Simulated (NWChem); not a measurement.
System: CH$_{6}$OSi$_{2}$, singlet; SMILES CO[Si][SiH3]

NWChem printed, in part:

```
             Northwest Computational Chemistry Package (NWChem) 7.3.0
             --------------------------------------------------------

                             Geometry "geometry" -> ""
                             -------------------------

 Output coordinates in angstroms (scale by  1.889725989 to convert to a.u.)

  No.       Tag          Charge          X              Y              Z
 ---- ---------------- ---------- -------------- -------------- --------------
    1 Si                  14.0000     0.83105400    -0.16872000     0.56512100
    2 O                    8.0000    -0.40321600    -1.07431800    -0.11674400
    3 C                    6.0000    -0.40182500    -2.49991200    -0.15793000
    4 H                    1.0000    -1.28790500    -2.86886300     0.36893100
    5 H                    1.0000    -0.45341200    -2.82264000    -1.20293200
    6 H                    1.0000     0.49879100    -2.92301900     0.30775900
    7 Si                  14.0000    -0.25112500     1.95216700     0.05322600
    8 H                    1.0000     0.55339900     3.12406400     0.51404400
    9 H                    1.0000    -1.59041800     2.05021900     0.70944000
   10 H                    1.0000    -0.46280100     2.11244400    -1.41763000

 Effective nuclear repulsion energy (a.u.)     197.1442581929

                                 NWChem DFT Module
                                 -----------------

 Summary of "ao basis" -> "ao basis" (spherical)
 ------------------------------------------------------------------------------
       Tag                 Description            Shells   Functions and Types
 ---------------- ------------------------------  ------  ---------------------
 Si                          6-31g*                  8       18   4s3p1d
 O                           6-31g*                  6       14   3s2p1d
 C                           6-31g*                  6       14   3s2p1d
 H                           6-31g*                  2        2   2s

 in cosmo_initialize ...
 calling solv_data for solv:h2o

 solvent parameters
 solvname_short: h2o
 solvname_long:  water
 dielec:       78.4000
 dielecinf:     1.7769
 aqueous SMD model solvent descriptors
 dielec:       78.4000
 sola:          0.8200

[...]

                                COSMO-SMD solvation results
                                ---------------------------

             internal energy in gas <Psi(g)|H|Psi(g)> =      -695.895405431219
         internal energy in solvent <Psi(s)|H|Psi(s)> =      -695.894707168237
                               delta internal energy  =         0.000698262982 (    0.44 kcal/mol)
   total free energy in solvent <Psi(s)|H+V/2|Psi(s)> =      -695.901068986786
 polarization energy contribution <Psi(s)|V/2|Psi(s)> =        -0.006361818549 (   -3.99 kcal/mol)
    total free energy in solvent including G(SMD-CDS) =      -695.895763834929
                       G(SMD-CDS) energy contribution =         0.005305151856 (    3.33 kcal/mol)
     1 M fixed-concentration free energy of solvation =        -0.000358403711 (   -0.22 kcal/mol)

                       DFT Final Molecular Orbital Analysis
                       ------------------------------------

 Vector   22  Occ=2.000000D+00  E=-3.277153D-01
              MO Center= -1.1D-01, -8.6D-01,  4.5D-02, r^2= 3.9D+00
   Bfn.  Coefficient  Atom+Function         Bfn.  Coefficient  Atom+Function
  ----- ------------  ---------------      ----- ------------  ---------------
    21      0.381339   2 O  px               25      0.262638   2 O  px
     8     -0.259131   1 Si py               35     -0.207924   3 C  px
    23      0.201071   2 O  pz               52     -0.180206   6 H  s
    60      0.175038   7 Si py               51     -0.170520   6 H  s
    27      0.137617   2 O  pz               10     -0.110338   1 Si s

 Vector   23  Occ=2.000000D+00  E=-3.154791D-01
              MO Center= -4.2D-01, -1.3D+00, -1.3D-01, r^2= 2.7D+00
   Bfn.  Coefficient  Atom+Function         Bfn.  Coefficient  Atom+Function
  ----- ------------  ---------------      ----- ------------  ---------------
    23      0.433635   2 O  pz               27      0.335351   2 O  pz
    21     -0.229289   2 O  px               37     -0.217788   3 C  pz
    25     -0.177439   2 O  px               48     -0.166379   4 H  s
    50      0.166679   5 H  s                47     -0.160619   4 H  s
    49      0.160901   5 H  s                 9      0.153717   1 Si pz

 Vector   24  Occ=2.000000D+00  E=-2.156569D-01
              MO Center=  6.7D-01,  1.9D-01,  4.9D-01, r^2= 3.7D+00
   Bfn.  Coefficient  Atom+Function         Bfn.  Coefficient  Atom+Function
  ----- ------------  ---------------      ----- ------------  ---------------
    10      0.419339   1 Si s                 7      0.326861   1 Si px
    60      0.300226   7 Si py                8     -0.244692   1 Si py
     6      0.202834   1 Si s                58     -0.191121   7 Si s
    21     -0.180482   2 O  px                9      0.166150   1 Si pz
    59     -0.155794   7 Si px               11      0.152657   1 Si px

 Vector   25  Occ=0.000000D+00  E=-8.759472D-02
              MO Center=  6.8D-01, -5.5D-02,  4.9D-01, r^2= 3.2D+00
   Bfn.  Coefficient  Atom+Function         Bfn.  Coefficient  Atom+Function
  ----- ------------  ---------------      ----- ------------  ---------------
     9      0.479726   1 Si pz               13      0.443357   1 Si pz
     7     -0.254482   1 Si px               11     -0.235812   1 Si px
    23     -0.223579   2 O  pz               27     -0.223607   2 O  pz
    74     -0.192476   9 H  s                76      0.192677  10 H  s
     5     -0.176283   1 Si pz               65      0.120092   7 Si pz

[...]
```

Level: B3LYP/6-31G* (spherical d), SMD on the gas-phase geometry. Low-valent species are run as closed-shell singlets; no triplet was tried in these runs. The geometry was optimised at B3LYP/6-31G* (spherical d). Solvent: water.

Problem. Reconstruct the input file.

Solution. One answer among several that fit: the input that was run:
```
start job
memory heap 200 mb stack 900 mb global 1100 mb
geometry units angstroms noautosym nocenter noautoz
  Si     0.831054    -0.168720     0.565121
  O     -0.403216    -1.074318    -0.116744
  C     -0.401825    -2.499912    -0.157930
  H     -1.287905    -2.868863     0.368931
  H     -0.453412    -2.822640    -1.202932
  H      0.498791    -2.923019     0.307759
  Si    -0.251125     1.952167     0.053226
  H      0.553399     3.124064     0.514044
  H     -1.590418     2.050219     0.709440
  H     -0.462801     2.112444    -1.417630
end
basis spherical
  * library 6-31g*
end
dft
  xc b3lyp
  iterations 150
end
cosmo
  do_cosmo_smd true
  solvent water
end
task dft energy
```
